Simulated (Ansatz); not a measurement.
A made-up structure of H2TeSe, singlet:

Se1  (0.448, -1.242, 0.375)
Te2  (0.589, 1.235, 0.004)
H3  (1.242, 2.555, 0.832)
H4  (-0.196, 1.227, -1.463)
(Å)

It is relaxed with PBE-D4/def2-SVP and then PBE0-D4/def2-TZVP (Ansatz 0.2.0). Atoms count as bonded within 1.22 times the sum of their covalent radii (H–H: 0.88 Å). The end point is not checked to be a true minimum.

Does its bonding change? (A judgement: the text doesn't fix the answer.)

Computed: No: no bond forms or breaks.

Where it ends: The first stage lowers the energy by 2.21 eV in 8 steps. It ends as H₂TeSe ([Se][TeH2]):
Se1  (0.777, -1.075, 0.420)
Te2  (-0.056, 1.162, 0.246)
H3  (1.297, 2.146, 0.475)
H4  (0.064, 1.542, -1.394)
(Å)

Labels in which every atom is bracketed show which atoms are joined, not bond orders.

For scale, one of the runs: PBE0-D4/def2-TZVP relaxation, 110 basis functions, launched by `ansatz run in.yaml --threads 2 --pin off --events-out ev --progress --plain --max-ram 4352MiB`. Hardware: 2 CPU threads of an Arm Neoverse V1, shared host. Wall time about 18 s.
